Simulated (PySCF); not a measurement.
Atom-mapped SMILES (the numbers label the heavy atoms): `[CH2:1]1[CH2:2][CH:3]([C@@H:4]2[CH2:5][CH2:6][CH2:7][SiH2:8][CH2:9]2)[CH2:10]1`; H(Xn) means a hydrogen on atom n. Ha(C5), Ha(C6), Ha(C7), Ha(Si8), Ha(C9) are cis to C3 on the ring; Ha(C1), Ha(C2), Ha(C10) are cis to C4 on the ring; Hb(C5), Hb(C6), Hb(C7), Hb(Si8), Hb(C9) are trans to C3 on the ring; Hb(C1), Hb(C2), Hb(C10) are trans to C4 on the ring.

PySCF calculation with coordinates at the PBE0-D3(BJ)/def2-SVP level and NMR shieldings at B3LYP/pcSseg-1/GIAO; relativity neglected, single conformer, isolated molecule.

Shifts are taken against calculated references (same method and geometry level): ¹³C and ¹H and ²⁹Si against TMS.

```tsv
atoms	nucleus	count	δ (ppm)
C3	¹³C	1	48.2
H(C4)	¹H	1	0.81
C1	¹³C	1	19.4
Ha(C6)	¹H	1	2.02
Hb(Si8)	¹H	1	3.92
C7	¹³C	1	10.7
C4	¹³C	1	49.7
C10	¹³C	1	?
C9	¹³C	1	13.4
Hb(C6)	¹H	1	1.29
Hb(C10)	¹H	1	1.98
Ha(C2)	¹H	1	?
Hb(C9)	¹H	1	0.86
Hb(C7)	¹H	1	?
Ha(C10)	¹H	1	?
Ha(C7)	¹H	1	0.50
Ha(Si8)	¹H	1	4.04
Si8	²⁹Si	1	-40.6
Hb(C5)	¹H	1	?
H(C3)	¹H	1	1.65
Ha(C1)	¹H	1	1.62
C2	¹³C	1	?
C6	¹³C	1	28.8
C5	¹³C	1	35.3
Ha(C9)	¹H	1	?
Hb(C2)	¹H	1	1.94
Ha(C5)	¹H	1	?
Hb(C1)	¹H	1	?
```

**Question.** Complete the table.

**Answer.** 
- C2: 30.7 ppm, sp3 CH2 in a ring; aliphatic region, no heteroatom directly attached
- C10: 30.4 ppm, sp3 CH2 in a ring; aliphatic region, no heteroatom directly attached
- Hb(C1): 1.72 ppm, hydrogen on an sp3 CH2 in a ring; far from electronegative atoms and π systems
- Hb(C5): 1.56 ppm, hydrogen on an sp3 CH2 in a ring; far from electronegative atoms and π systems
- Ha(C2): 1.44 ppm, hydrogen on an sp3 CH2 in a ring; far from electronegative atoms and π systems
- Ha(C10): 1.43 ppm, hydrogen on an sp3 CH2 in a ring; far from electronegative atoms and π systems
- Hb(C7): 0.78 ppm, hydrogen on an sp3 CH2 bonded to Si; an electropositive neighbour shields it, as in TMS itself
- Ha(C5): 0.52 ppm, hydrogen on an sp3 CH2 in a ring; far from electronegative atoms and π systems
- Ha(C9): -0.07 ppm, hydrogen on an sp3 CH2 bonded to Si; an electropositive neighbour shields it, as in TMS itself

Shifts are as computed. Against solution values, carbons near 30 ppm lie about +2 ppm off and those near 130 ppm about +6 ppm. Of 1211 compounds with measured shifts, 218 miss one by over three times the rms of a fit or turn the order of signals round; such compounds aren't used in these exercises.
